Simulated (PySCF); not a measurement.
Gas-phase XPS of `C[NH][GeH]([GeH3])[GeH3]`, computed

Compound: CH₁₁Ge₃N.
Numbering: `[CH3:1][NH:2][GeH:3]([GeH3:4])[GeH3:5]`

Cartesian coordinates in Å at the PBE0-D3(BJ)/def2-SVP level; atoms count from 1:
```xyz
16
CH11Ge3N angstrom
C     -1.765   -1.652   -0.767
N     -0.452   -1.434   -0.204
Ge     0.434    0.152   -0.522
Ge     2.602   -0.026    0.548
Ge    -0.765    2.119    0.298
H     -2.577   -1.041   -0.323
H     -1.749   -1.431   -1.847
H     -2.057   -2.711   -0.668
H     -0.391   -1.740    0.763
H      0.572    0.260   -2.057
H      3.415    1.261    0.314
H      2.409   -0.204    2.067
H      3.401   -1.228    0.011
H     -0.932    2.032    1.829
H      0.005    3.415   -0.026
H     -2.172    2.228   -0.326
```

Method used: PySCF, delta-SCF UKS SCAN, pcX-2 on the ionised atom, pcseg-1 elsewhere, spin-free X2C. Each binding energy is the total energy of the core-ionised species, with the hole localised on one atom, minus that of the ground state; both are solved self-consistently, so orbital relaxation is included.

**Question.** List the computed XPS lines with their assignment.

**Answer.** 
```
atom(s)    bonded to  level  binding energy (eV)  count
     C1    N and 3 H   C 1s               291.39      1
     N2  C, H and Ge   N 1s               404.04      1
```

**Question.** Which effective nuclear charge Zeff reproduces each element's mean 1s value in the hydrogen-like formula E = 13.606 eV × Zeff²?

**Answer.** C (Z = 6): mean 291.4 eV, Zeff = 4.63, Z − Zeff = 1.37; N (Z = 7): mean 404.0 eV, Zeff = 5.45, Z − Zeff = 1.55. Means run over the listed sites, weighted by atom count.

No level of germanium is listed. The structure is a single PBE0-D3(BJ)/def2-SVP conformer in the gas phase; no vibrational or solvent corrections.
